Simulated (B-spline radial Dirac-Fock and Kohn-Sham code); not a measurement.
**Tb⁺: non-radiative channels of the M3 vacancy**

System: Tb⁺ in the configuration [Xe] 4f9 6s1, inside a Watson sphere of charge -1 and radius 1.8 Å (a model of the Madelung potential; inside it an electron's potential energy is raised by 8.0 eV).

The run's input, task.json:

```json
{"items": [{
  "Z": 65,
  "q": 1,
  "cfg": [[1, 0, 2], [2, 0, 2], [2, 1, 6], [3, 0, 2], [3, 1, 6], [3, 2, 10], [4, 0, 2], [4, 1, 6], [4, 2, 10], [4, 3, 9], [5, 0, 2], [5, 1, 6], [6, 0, 1]],
  "A": 159,
  "rrms": 5.06,
  "watson": [-1, 1.8],
  "do": ["binding", "quiet", "decay"],
  "holes": ["K", "L1", "L2", "L3", "M1", "M2", "M3", "M4", "M5", "N1", "N2", "N3", "N4", "N5"]
}]}
```

Launch: `python xray_run.py task.json out`

Model: independent-particle rates on relativistic LDA orbitals of the hole state (multipoles up to L = 3, Coulomb Auger matrix elements, transition energies from Dirac-Fock). Program: a radial atomic solver. Kinetic energies are configuration averages from the vacuum level; the two-hole energies are estimated from single-hole states.

```
transition  kinetic energy (eV)  width (meV)  share (%)
   M3-M5N2                19.52          921       10.4
   M3-M4N3                21.81          673        7.6
   M3-M5N3                55.00         1590       18.0
   M3-M4N4                154.4          109        1.2
   M3-M5N4                186.3          476        5.4
   M3-M5N5                193.4          707        8.0
   M3-M5O1                    –          139        1.6
   M3-M4N6                314.2          116        1.3
   M3-M4N7                314.8          174        2.0
   M3-M5O2                327.3          114        1.3
   M3-M5O3                332.2          176        2.0
   M3-M5N6                346.7         1150       12.9
   M3-M5N7                347.9         1370       15.5
   M3-N3N3               1007.2         97.8        1.1
   M3-N3N4               1138.8          136        1.5
   M3-N3N5               1146.6          181        2.0
```

A dash stands for an energy that rests on an unreliable hole state.

Coster-Kronig rates are the weakest part of this model and often come out 1.5 to 2.5 times too large. The listed channels hold 92 % of the non-radiative rate. Summed by principal shells, of 8.85 eV in all: MMN 83.4 %, MNN 9.2 %, MMO 6.1 %, MNO 1.1 %.

Values without a named source are computed, but for edge energies of neutral atoms, which are taken from tables.
